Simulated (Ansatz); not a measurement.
Geometry optimisation, RHF/def2-SVP (Ansatz 0.2.0).

The input (input.yaml):

```yaml
crystal:
  periodic: [false, false, false]
  atoms:
    - { symbol: Al, position_ang: [0.0, 0.0, 0.0] }
    - { symbol: Cl, position_ang: [0.0, 0.0, 2.58] }
    - { symbol: C, position_ang: [1.706, 0.0, -0.985] }
    - { symbol: H, position_ang: [2.0356, -1.0462, -1.1552] }
    - { symbol: H, position_ang: [1.5695, 0.508, -1.9624] }
    - { symbol: H, position_ang: [2.4756, 0.5381, -0.3932] }
    - { symbol: Cl, position_ang: [-1.9312, 0.0, -1.115] }
    - { symbol: H, position_ang: [-0.2326, 1.7497, 0.5865] }
    - { symbol: H, position_ang: [-0.1982, 1.4906, 1.5585] }
basis:
  gaussian: { orbitals: def2-SVP }
hamiltonian:
  xc: hf
relax:
  f_tol: 0.15
  max_steps: 25
  restrain:
    - { distance: [0, 7], at: 1.56, k: 30.0 }
    - { distance: [8, 1], at: 1.37, k: 30.0 }
    - { distance: [0, 1], at: 3.43, k: 30.0 }
    - { distance: [8, 7], at: 1.86, k: 30.0 }
output:
  orbitals: {}
```

Launched with:

```bash
$ ansatz run input.yaml --threads 1 --pin off --max-ram 2048MiB --backend cpu --events-out ev --progress --plain --runs-dir out
```

Q: Where does it end, and by what steps?

A: The forces met the threshold. The restraints hold the end off the free minimum. After 8 steps the energy has fallen by 0.937 eV (the restraints' own energy left out); Al1 moved furthest, 0.75 Å. Joined: Cl2–H9 (1.82 → 1.32 Å).

```json
{"step": "0", "energy less start (eV)": "0.0000", "largest force component (eV/Å)": "3.369", "accepted": "yes"}
{"step": "1", "energy less start (eV)": "0.6480", "largest force component (eV/Å)": "2.413", "accepted": "yes"}
{"step": "2", "energy less start (eV)": "0.1691", "largest force component (eV/Å)": "2.649", "accepted": "yes"}
{"step": "3", "energy less start (eV)": "-0.4763", "largest force component (eV/Å)": "1.413", "accepted": "yes"}
{"step": "4", "energy less start (eV)": "-0.8174", "largest force component (eV/Å)": "1.086", "accepted": "yes"}
{"step": "5", "energy less start (eV)": "-0.8823", "largest force component (eV/Å)": "1.418", "accepted": "yes"}
{"step": "6", "energy less start (eV)": "-0.8290", "largest force component (eV/Å)": "2.032", "accepted": "no"}
{"step": "7", "energy less start (eV)": "-0.9222", "largest force component (eV/Å)": "1.319", "accepted": "yes"}
{"step": "8", "energy less start (eV)": "-0.9365", "largest force component (eV/Å)": "1.197", "accepted": "yes"}
```

```xyz
9
Properties=species:S:1:pos:R:3
Al -0.068 0.576 -0.482
Cl 0.012 0.198 2.925
C 1.695 0.018 -1.103
H 1.754 -1.061 -1.269
H 1.920 0.504 -2.058
H 2.485 0.300 -0.401
Cl -1.816 -0.409 -1.150
H -0.314 1.824 0.431
H -0.243 1.291 2.221
```

The run took 15 s on 1 thread of Intel(R) Xeon(R) Platinum 8488C (Sapphire Rapids), with other jobs on the host, peak memory 0.19 GiB.
